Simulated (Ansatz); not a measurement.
C₂H₆BClOSi (`C=C[SiH2]B(O)Cl`). Charge 0, multiplicity 1. The structure was optimised at the PBE0-D4/def2-TZVP level. It is one conformer, not always the lowest.

```xyz
12

C     0.642    1.807    0.687
C     1.258    0.906   -0.072
Si    0.564   -0.768   -0.507
B    -1.294   -1.067    0.258
O    -2.387   -1.335   -0.482
Cl   -1.547   -0.997    2.004
H    -0.331    1.621    1.133
H     1.089    2.773    0.908
H     2.237    1.162   -0.474
H     1.481   -1.844   -0.034
H     0.495   -0.898   -1.996
H    -2.207   -1.360   -1.426
```

(1) What is the dipole moment at PBE/def2-TZVPP? (Best estimate.)

(2) And with r2SCAN, B3LYP, ωB97M-V? (An estimate is asked.)

(3) Give the Mulliken charges with PBE, r2SCAN, ωB97M-V in def2-TZVPP. (An estimate is asked.)

Answers

(1) Computed: 1.87 D, with components (0.46, 0.62, -1.71) D in this frame, pointing from negative to positive charge.

(2) Computed: r2SCAN 1.98 D, B3LYP 1.99 D, ωB97M-V 2.01 D.

(3) Computed: 
```csv
atom,PBE,r2SCAN,ωB97M-V
C1,-0.17,-0.13,-0.18
C2,-0.16,-0.21,-0.23
Si3,0.09,0.22,0.13
B4,0.21,0.24,0.18
O5,-0.17,-0.25,-0.20
Cl6,-0.14,-0.16,-0.13
H7,0.08,0.07,0.09
H8,0.10,0.08,0.11
H9,0.08,0.07,0.10
H10,-0.06,-0.07,-0.02
H11,-0.08,-0.10,-0.05
H12,0.22,0.23,0.20
```

B3LYP here is the variant with VWN-RPA as its local correlation; programs differ in this.
